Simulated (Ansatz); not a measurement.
`[CH3][Ag-][P+](F)(F)F`. Charge 0, multiplicity 1. Ag: def2 effective core potential.

```xyz
9

C    -0.630    0.335   -2.199
Ag   -0.062    0.033   -0.215
P     0.573   -0.304    1.999
F     0.402    0.867    3.002
F     2.051   -0.672    2.295
F    -0.131   -1.428    2.805
H     0.000   -0.253   -2.870
H    -0.532    1.389   -2.468
H    -1.670    0.034   -2.348
```

(1) What are the harmonic wavenumbers in cm⁻¹ at PBE0-D4/def2-TZVP (Ansatz, finite differences of forces, unscaled)? (An estimate is asked.)

Results:

(1) Computed: 4, 59, 59, 161, 161, 179, 357, 357, 500, 506, 659, 659, 916, 925, 925, 1154, 1446, 1446, 3045, 3132, 3132.
